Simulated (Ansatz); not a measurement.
Z-matrix (Å, degrees):
```
N
Al 1 2.148
C 1 1.467 2 93.7
H 1 1.017 2 104.0 3 -111.7
H 1 1.014 2 126.1 3 123.2
B 2 2.150 1 68.0 3 16.9
H 2 1.596 1 106.1 3 -98.8
H 2 1.598 1 102.3 3 135.0
F 3 1.379 1 111.5 2 -154.4
H 3 1.102 1 106.3 2 88.5
F 6 1.315 2 149.3 1 161.5
```

The species carries charge 0 and has multiplicity 1.

Task: List the CAM-B3LYP/def2-TZVPP orbital energies in eV (Ansatz). (Estimate.)

Result: The calculation gave: Occupied: -1525.52, -674.15, -673.92, -393.46, -281.95, -186.99, -113.58, -74.29, -74.14, -74.13, -35.58, -35.45, -28.34, -21.48, -18.00, -17.31, -17.05, -15.99, -15.26, -14.72, -14.53, -13.36, -12.94, -11.55, -11.00, -9.43, -8.04. Lowest empty: -0.49, 0.70, 1.68, 2.02, 2.20, 2.38, 3.25, 3.62.
